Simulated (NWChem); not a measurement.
The numbers come from NWChem runs, not from measurements. System: H$_{4}$BCl$_{2}$NO, charge 0, spin multiplicity 1, at a geometry optimised with PBE0/def2-SVP. The structure started from a generated list of species. Level: MP2/def2-TZVP, 13 core orbitals frozen.

Input file:

```
start mol
memory heap 200 mb stack 800 mb global 1000 mb
geometry units angstroms nocenter noautoz noautosym
  B     -0.158052     0.172502    -0.252923
  Cl     1.598767     0.531237     0.247861
  Cl    -1.098000    -0.640177     1.132983
  O     -0.824046     1.200248    -0.920710
  H     -0.976739     1.957027    -0.348291
  N     -0.023469    -0.983767    -1.376857
  H     -0.955960    -1.259763    -1.693337
  H      0.455594    -1.799652    -0.993410
  H      0.510969    -0.623754    -2.171010
end
basis spherical
  * library def2-tzvp
end
scf
  rhf
  nopen 0
  maxiter 100
  thresh 1e-7
  semidirect memsize 60000000 filesize 0
end
mp2
  freeze core 13
end
task mp2 energy
```

Output (cleaned and shortened):

```
             Northwest Computational Chemistry Package (NWChem) 7.3.0
             --------------------------------------------------------

                                NWChem Input Module
                                -------------------

 Scaling coordinates for geometry "geometry" by  1.889725989
 (inverse scale =  0.529177249)

                             Geometry "geometry" -> ""
                             -------------------------

 Output coordinates in angstroms (scale by  1.889725989 to convert to a.u.)

  No.       Tag          Charge          X              Y              Z
 ---- ---------------- ---------- -------------- -------------- --------------
    1 B                    5.0000    -0.15805200     0.17250200    -0.25292300
    2 Cl                  17.0000     1.59876700     0.53123700     0.24786100
    3 Cl                  17.0000    -1.09800000    -0.64017700     1.13298300
    4 O                    8.0000    -0.82404600     1.20024800    -0.92071000
    5 H                    1.0000    -0.97673900     1.95702700    -0.34829100
    6 N                    7.0000    -0.02346900    -0.98376700    -1.37685700
    7 H                    1.0000    -0.95596000    -1.25976300    -1.69333700
    8 H                    1.0000     0.45559400    -1.79965200    -0.99341000
    9 H                    1.0000     0.51096900    -0.62375400    -2.17101000

 Effective nuclear repulsion energy (a.u.)     285.6841074379

            Nuclear Dipole moment (a.u.)
            ----------------------------
        X                 Y               Z
 ---------------- ---------------- ----------------
    -0.0000151178     0.0000056692     0.0000113384


 Summary of "ao basis" -> "" (spherical)
 ------------------------------------------------------------------------------
       Tag                 Description            Shells   Functions and Types
 ---------------- ------------------------------  ------  ---------------------
 *                         def2-tzvp                  on all atoms

 Summary of "ao basis" -> "ao basis" (spherical)
 ------------------------------------------------------------------------------
       Tag                 Description            Shells   Functions and Types
 ---------------- ------------------------------  ------  ---------------------
 B                         def2-tzvp                11       31   5s3p2d1f
 Cl                        def2-tzvp                13       37   5s5p2d1f
 O                         def2-tzvp                11       31   5s3p2d1f
 H                         def2-tzvp                 4        6   3s1p
 N                         def2-tzvp                11       31   5s3p2d1f

                                 NWChem SCF Module
                                 -----------------

  ao basis        = "ao basis"
  functions       =   191
  atoms           =     9
  closed shells   =    29
  open shells     =     0
  charge          =   0.00
  wavefunction    = RHF
  use symmetry    = F
  symmetry adapt  = F

 Summary of "ao basis" -> "ao basis" (spherical)
 ------------------------------------------------------------------------------
       Tag                 Description            Shells   Functions and Types
 ---------------- ------------------------------  ------  ---------------------
 B                         def2-tzvp                11       31   5s3p2d1f
 Cl                        def2-tzvp                13       37   5s5p2d1f
 O                         def2-tzvp                11       31   5s3p2d1f
[...]
   154      0.975060  6 N  px               155      0.419803  6 N  py
    12     -0.398791  1 B  px                36      0.337723  2 Cl s
    73     -0.338658  3 Cl s                156     -0.312356  6 N  pz
   148      0.167857  6 N  px                13     -0.166379  1 B  py

 center of mass
 --------------
 x =   0.02117467 y =   0.02912542 z =   0.10269631

 moments of inertia (a.u.)
 ------------------
         594.484823209083        -130.711912101375          58.159903795720
        -130.711912101375         861.655489749935          55.045596686301
          58.159903795720          55.045596686301         768.619433483364

  Mulliken analysis of the total density
  --------------------------------------

    Atom       Charge   Shell Charges
 -----------   ------   -------------------------------------------------------
    1 B    5     4.64   0.91  1.07  0.42  0.31 -0.03  0.85  0.63  0.09  0.11  0.22  0.04
    2 Cl  17    17.31   2.01  0.45  1.52  1.07  0.86  4.19  1.69  1.08  2.87  1.54  0.01  0.02  0.00
    3 Cl  17    17.31   2.01  0.45  1.52  1.07  0.86  4.19  1.69  1.08  2.87  1.54  0.01  0.02  0.00
    4 O    8     8.58   0.79  1.18  0.55  0.93  0.30  1.88  2.08  0.84  0.00  0.02  0.00
    5 H    1     0.65   0.24  0.33  0.03  0.05
    6 N    7     7.42   0.82  1.16  0.52  0.87  0.06  1.52  1.83  0.61  0.01  0.03  0.00
    7 H    1     0.70   0.25  0.38  0.04  0.03
    8 H    1     0.70   0.25  0.37  0.04  0.03
    9 H    1     0.70   0.25  0.38  0.04  0.03

       Multipole analysis of the density wrt the origin
       ------------------------------------------------

     L   x y z        total         open         nuclear
     -   - - -        -----         ----         -------
     0   0 0 0     -0.000000      0.000000     58.000000

     1   1 0 0     -0.145741      0.000000     -0.000015
     1   0 1 0     -0.996053      0.000000      0.000006
     1   0 0 1     -1.740951      0.000000      0.000011

     2   2 0 0    -36.210694      0.000000    256.566418
     2   1 1 0     -2.005366      0.000000     59.476155
     2   1 0 1     -0.304179      0.000000    -26.850358
     2   0 2 0    -28.025622      0.000000    140.191314
     2   0 1 1      5.879701      0.000000    -18.124985
     2   0 0 2    -30.126615      0.000000    185.434481

                   NWChem MP2 Semi-direct Energy/Gradient Module
                   ---------------------------------------------

  Basis functions       =    191
  Molecular orbitals    =    191
  Frozen core           =     13
  Frozen virtuals       =      0
  Active alpha occupied =     16
  Active beta occupied  =     16
  Active alpha virtual  =    162
  Active beta virtual   =    162
  Use MO symmetry       = F
  Use skeleton AO sym   = F

  AO/Fock/Back tols     =   1.0D-09  1.0D-09  1.0D-09

 GA uses MA = F    GA memory limited = T

 Available:
  local mem=  1.15D+08
 global mem=  1.31D+08
 local disk=  0.00D+00
  mp2_memr nvloc                   162
  nvloc new                   162
   1 passes of  16:        5242880                     203969                 153748768.
   1 passes of  16: M    114678721           G      130999038           F     109435841.
  mp2_memr nvloc                   162
  nvloc new                   162
   2 passes of   8:        5242880                     139195                  76905559.
   2 passes of   8: M    114678721           G      130999038           F     109435841.

 Semi-direct pass number   1 of   2  for RHF alpha+beta  at       93.9s
  vrange nnbf                 17439
  mp2_eaftype                   293  avail_ma_in_mb                   999
 EAF : mp2_eaftype filesize         293   38452779.
  mp2_eaf for mointskh                    293
Node 0 wrote    180.8 Mb in      0.1 s     Agg I/O rate:  2214.9 Mb/s
 Done moints_semi at      117.6s
  mp2_eaftype                   293  avail_ma_in_mb                   706
 EAF : mp2_eaftype filesize         293   38452779.
  mp2_eaf for kh                   293
 Done maket at      118.3s
 Semi-direct pass number   2 of   2  for RHF alpha+beta  at      118.3s
  vrange nnbf                 17439
  mp2_eaftype                   293  avail_ma_in_mb                   706
 EAF : mp2_eaftype filesize         293   38452779.
  mp2_eaf for mointskh                    293
Node 0 wrote    180.8 Mb in      0.1 s     Agg I/O rate:  2043.8 Mb/s
 Done moints_semi at      144.7s
  mp2_eaftype                   293  avail_ma_in_mb                   706
 EAF : mp2_eaftype filesize         293   38452779.
  mp2_eaf for kh                   293
 Done maket at      145.5s
 Done multipass loop at      145.5s

          -------------------------------------------
          SCF energy               -1075.578583755653
          Correlation energy          -0.940298711904
          Singlet pairs               -0.581333795905
          Triplet pairs               -0.358964915999
          Total MP2 energy         -1076.518882467557
          -------------------------------------------

          ---------------------------------------------------
                    Spin Component Scaled (SCS) MP2
          Same spin pairs                     -0.239309943999
          Same spin scaling factor             0.333333333333
          Opposite spin pairs                 -0.700988767905
          Opposite spin scaling fact.          1.200000000000
          SCS-MP2 correlation energy          -0.920956502819
          Total SCS-MP2 energy             -1076.499540258472
          ---------------------------------------------------

 -----------------------
 Performance information
 -----------------------

 Timer overhead =  1.95D-07 seconds/call

               Nr. of calls         CPU time (s)                 Wall time (s)                GFlops
             ---------------    -------------------     ------------------------------   -------------------
Name         Min   Avg   Max    Min     Avg     Max     Min     Avg     Max   Mx/calls   Min     Max     Sum
mp2: moin     2     2     2    50.     50.     50.      50.     50.     50.     25.      0.0     0.0     0.0
mp2: make     2     2     2    1.4     1.4     1.4      1.4     1.4     1.4    0.68      0.0     0.0     0.0
mp2: tota     1     1     1    52.     52.     52.      52.     52.     52.     52.      0.0     0.0     0.0

 The average no. of pstat calls per process was 5.00D+00
 with a timing overhead of 9.75D-07s

 Task  times  cpu:      145.4s     wall:      145.4s

 Total times  cpu:      145.5s     wall:      145.5s
```
